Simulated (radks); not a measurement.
The numbers below are computed, except where a source is named.
Ionisation of the erbium ion Er2+, [Xe] 4f12, to [Xe] 4f11 as the strength of local exchange is varied. Level of theory: scalar-relativistic Kohn-Sham, Slater X-alpha exchange (alpha = 2/3 is LDA exchange), no correlation, spin-polarised, spherical densities, point nucleus; open shells are filled with parallel spins first (spin-orbit coupling, left out, can overturn this in heavy ions) (a radial shooting solver on a logarithmic mesh with Libxc functionals).

| alpha | E(Er2+) (hartree) | exchange (hartree) | IE (eV) | -e of the level emptied (eV) | <r> of it (bohr) |
|---|---|---|---|---|---|
| 0.659 | -13067.6031 | -259.1000 | 23.512 | 15.116 (4f) | 0.8356 |
| 0.667 | -13070.7621 | -262.3156 | 23.716 | 15.292 (4f) | 0.8339 |
| 0.903 | -13164.3307 | -357.9121 | 30.192 | 21.023 (4f) | 0.7894 |
| 0.974 | -13192.6230 | -386.9503 | 32.300 | 22.932 (4f) | 0.7779 |
| 1.028 | -13214.1851 | -409.1214 | 33.950 | 24.437 (4f) | 0.7697 |
| 1.033 | -13216.1835 | -411.1780 | 34.105 | 24.579 (4f) | 0.7689 |

NIST Atomic Spectra Database: 22.70 eV (semi-empirical). The central value is not met in this range of alpha. Open shells are spherical and high-spin; term and fine-structure splittings are not resolved. Spin-orbit splitting is averaged out at the scalar-relativistic level.
